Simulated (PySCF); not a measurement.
C4H2ClF, SMILES C#C/C=C(\F)Cl. Heavy atoms are numbered as in [CH:1]#[C:2]/[CH:3]=[C:4](\[F:5])[Cl:6]. Hydrogens are named by the atom that carries them.

The structure is a stationary point at B3LYP-D3(BJ)/def2-SVP. The structure was generated by enumeration; whether it is a known compound was not checked.

All values below come from B3LYP/pcSseg-1 run with PySCF.

GIAO shieldings, no solvent; atoms alike by connectivity are averaged. δ = σ(ref) − σ: ¹³C against TMS (σ = 181.3 ppm); ¹⁹F against CFCl3 (σ = 161.7 ppm); ³⁵Cl against HCl (σ = 933.3 ppm); ¹H against TMS (σ = 31.68 ppm), references at their B3LYP-D3(BJ)/def2-TZVP geometries, non-relativistic (without spin–orbit terms, shifts of atoms bonded to Cl or Br come out too high).

| atoms | nucleus | count | δ (ppm) |
|---|---|---|---|
| C4 | ¹³C | 1 | 177.6 |
| C3 (CH) | ¹³C | 1 | ___ |
| C1 (CH) | ¹³C | 1 | 95.1 |
| C2 | ¹³C | 1 | 77.5 |
| F5 | ¹⁹F | 1 | ___ |
| Cl6 | ³⁵Cl | 1 | 297.3 |
| H on C3 | ¹H | 1 | ___ |
| H on C1 | ¹H | 1 | ___ |

Question: What belongs in the gaps? (An estimate is asked for; the answer gives what the named calculation found.)

Answer: 
- C3 (CH), δ (ppm): 96.8
- F5, δ (ppm): -60.7
- H on C1, δ (ppm): 3.60
- H on C3, δ (ppm): 5.21
